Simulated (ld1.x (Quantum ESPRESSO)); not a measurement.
sulfur (S), TM semilocal: configuration errors across variants

* Element: S
* Generator: ld1.x (Quantum ESPRESSO) 7.5
* Type: norm-conserving Troullier–Martins (semilocal form)
* Functional: PBE
* Relativity: scalar-relativistic
* Frozen core: [Ne]
* Valence charge: 6
* Reference configuration: 3s2 3p4
* Partial waves: 3p (bound): rc 1.30 bohr; 3s (bound): rc 1.10 bohr
* Local potential: the s channel
* Core correction: a·sin(br)/r model core inside 0.90 bohr

All-electron excitation energies from the reference (eV): (1) 3s2 3p3 11.769; (2) 3s2 3p2 34.053; (3) 3s2 3p1 68.094; (4) 3s1 3p4 22.648; (5) 3s2 3p4.3 -1.709; (6) 3s2 3p0 114.891; (7) 3s1 3p5 10.311.

A semilocal file is local in each channel, so a ghost entry of none says nothing of the separable form that plane-wave codes build from it.

Errors AE − PS in meV (a dash: test not solved or not reliable):

```tsv
change	(1)	(2)	(3)	(4)	(5)	(6)	(7)	bound ghosts
base	+3.5	+25	+87	+6.3	+0.3	+212	-0.1	none
all radii but the core radius scaled by about 0.77 (s 0.86, p 1.00 bohr)	+12	+79	+278	+35	+0.5	+736	+22	none
all radii but the core radius scaled by about 0.84 (s 0.92, p 1.10 bohr)	+6.5	+44	+148	+16	+0.3	+375	+5.1	none
all radii but the core radius scaled by about 0.94 (s 1.04, p 1.22 bohr)	+4.2	+30	+99	+8.0	+0.3	+244	+0.5	none
all radii but the core radius scaled by about 1.05 (s 1.16, p 1.36 bohr)	+3.2	+24	+82	+5.3	+0.3	+205	-0.5	none
all radii but the core radius scaled by about 1.09 (s 1.20, p 1.42 bohr)	+3.0	+23	+82	+4.4	+0.3	+209	-0.8	none
all radii but the core radius scaled by about 1.23 (s 1.34, p 1.60 bohr)	+2.7	+22	+79	+4.1	+0.3	+204	-0.7	none
all radii but the core radius scaled by about 1.27 (s 1.40, p 1.66 bohr)	+2.7	+22	+78	+4.2	+0.3	+202	-0.6	none
```

**Question.** Give the same row for: all radii but the core radius scaled by about 1.37 (s 1.50, p 1.78 bohr).

**Answer.** +2.8, +22, +78, +4.4, +0.3, +199, -0.7; bound ghosts: none.
